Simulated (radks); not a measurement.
Values are calculated unless marked as measured or tabulated.
Neutral lanthanum, configuration [Xe] 5d1 6p2 (not the ground configuration). Level of theory: scalar-relativistic Kohn-Sham, LDA (Slater exchange, Perdew-Wang correlation), spin-polarised, spherical densities, finite nucleus; open shells are filled with parallel spins first (spin-orbit coupling, left out, can overturn this in heavy ions); Fermi nuclear charge, rms radius 4.855 fm (a radial shooting solver on a logarithmic mesh with Libxc functionals).

Normalised radial functions P(r) = r R(r), r in bohr:

```
   r/bohr * 5s down, o 5d down (the largest magnitude, 0.931, reaches the edge; | marks zero, & curves that meet)
 0.005051                             o  *
 0.006956                             o   *
 0.009579                             o   *
  0.01319                             o   *
  0.01802                             o   *
  0.02482                             o *
  0.03418                            *|o
  0.04669                         *   |o
   0.0643                      *      | o
  0.08855                       *     |  o
   0.1219                             *    o
   0.1666                             |     o*
   0.2294                             |   o     *
   0.3159                            o|*
   0.4316                 *     o     |
   0.5944                *   o        |
   0.8186                         o   |   *
    1.127                             |     o                *
     1.54                             |              o           *
    2.121                             |                * o
    2.921                             |     *         o
     3.99                             |*         o
    5.495                             *    o
    7.567                             * o
    10.42                             &
    14.24                             &
    19.61                             &
```

5s down: eigenvalue -40.843 eV, 4 radial nodes at r = 0.0309, 0.122, 0.323, 0.773 bohr, <r> = 1.55 bohr, 90 % of the charge inside 2.22 bohr. 5d down (empty): eigenvalue -4.255 eV, 2 radial nodes at r = 0.305, 0.948 bohr, <r> = 2.78 bohr, 90 % of the charge inside 4.34 bohr.
